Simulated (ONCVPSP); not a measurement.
## chromium (Cr), ONCV: configuration errors across variants

ONCVPSP 4.0.1 input, shortened (lines: element, Z, core and valence counts, functional; n l f; lmax; l rc ep ncon nbas qcut; lloc lpopt rc5 dvloc0; l nproj debl; icmod fcfact rcfact), PBE, non-relativistic:

```
  Cr 24.00    5    2        4      upf
    1    0    2.00
    2    0    2.00
    2    1    6.00
    3    0    2.00
    3    1    6.00
    3    2    5.50
    4    0    0.50
    2
    0    2.70    0.00    5    9    3.10
    1    2.75    0.25    4    8    3.30
    2    2.10    0.00    4    9    6.10
    4    2    1.40    6.00
    0    3    2.20
    1    2    3.10
    2    2    1.20
    3    4.50    1.40
```

All-electron excitation energies from the reference (eV): (1) 3d5 4s1 -0.644; (2) 3d5 4s0 6.135; (3) 3d5 4s0 4p1 2.383.

1 further variants failed, have other tests or too few solved ones, and are left out.

Errors AE − PS in meV (a dash: test not solved or not reliable):

| change | (1) | (2) | (3) | bound ghosts | GHOST(+) flags above zero |
| --- | --- | --- | --- | --- | --- |
| base | +1.6 | +2.8 | +3.2 | none | s |
| core correction Teter function, fcfact 4.5, rcfact 1.66 | -1.5 | -54 | -6.6 | none | s |
| core correction polynomial model core, fcfact 0.6 | +1.6 | +0.6 | +3.6 | none | s |
| local potential polynomial inside 1.40 bohr (lpopt 5, dvloc0 6 Ha) | +1.6 | +2.8 | +3.4 | none | s |
| p: nproj 3 | +1.6 | +2.8 | +1.1 | none | s |

**Question.** Give the same row for: p: qcut 3.1.

**Answer.** +1.6, +2.8, +3.5; bound ghosts: none; GHOST(+) flags above zero: s.
